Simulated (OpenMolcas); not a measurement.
neutral niobium: thermal populations, worked from levels

| Quantity | Value |
| --- | --- |
| Program | OpenMolcas |
| Basis | ANO-R3 [8s6p6d3f2g1h] |
| Scalar Hamiltonian | X2C, finite nucleus |
| Active space | 5 electrons in 6 orbitals (4d 5s) |
| State averaging | 2S+1 = 6 even, 6 roots; 2S+1 = 4 even, 42 roots; 2S+1 = 2 even, 17 roots |
| Spin-orbit coupling | state interaction with AMFI integrals over the reference wave functions, term energies averaged over their components |

Methods: CASSCF; MS-CASPT2, IPEA 0.25 Eh, imaginary shift 0.1 Eh (closed shells correlated: 4s 4p). Measured levels: NIST Handbook of Basic Atomic Spectroscopic Data.

**Thermal populations.** Z = Σ (2J + 1) exp(-E/kT) with k = 0.695035 cm-1/K, over the levels below. No other level of either list lies under 4950 cm-1, which is above 7 kT at each temperature.

```tsv
Level	2J + 1	MS-CASPT2	measured
4d4 5s 6D 1/2	2	0.0	0.0
4d4 5s 6D 3/2	4	146	154
4d4 5s 6D 5/2	6	376	392
4d4 5s 6D 7/2	8	671	695
4d4 5s 6D 9/2	10	1013	1050
4d3 5s2 4F 3/2	4	1175	1143
4d3 5s2 4F 5/2	6	1562	1587
4d3 5s2 4F 7/2	8	2070	2154
4d3 5s2 4F 9/2	10	2660	2805
```

```json
{"T (K)": "300", "Z, MS-CASPT2": "5.390", "Z, measured levels": "5.197", "Ground level (%), MS-CASPT2": "37.1", "Ground level (%), measured levels": "38.5"}
{"T (K)": "1000", "Z, MS-CASPT2": "16.107", "Z, measured levels": "15.691", "Ground level (%), MS-CASPT2": "12.4", "Ground level (%), measured levels": "12.7"}
```

At 1000 K, kT = 695 cm-1, and the computed levels give Z = 2.000 + 3.242 + 3.493 + 3.047 + 2.328 + 0.738 + 0.634 + 0.407 + 0.218 = 16.107.

Term energies are means over components that CASPT2 splits; among the terms shown or strongly mixed into the levels shown the widest spread is 1600 cm-1 (4d3 5s2 4F, MS-CASPT2). Configurations are named by rounded mean occupations; where the s occupation lies near a half they are strongly mixed, a name can repeat and a true partner stay unpaired. A single d shell beside an s shell can misplace configurations of different d count against each other. Without dynamic correlation excited terms often stand tens of per cent too high (terms of higher spin than the ground term too low), and those without a measured partner can miss by more than the paired ones (holds for CASSCF). The CASPT2 spread within a term exceeds the gap to the next term for 4d4 5s 6D and 4d3 5s2 4F, so the order of their levels is uncertain, and so are names and mixing where such terms share a J (holds for MS-CASPT2). Computed and measured levels are paired by configuration, term and J; levels that our copy of the source lacks, or whose pairing is in doubt (as where it misses far off the trend of its configuration), stay unpaired and out of the deviations. Only configurations of the active space appear.
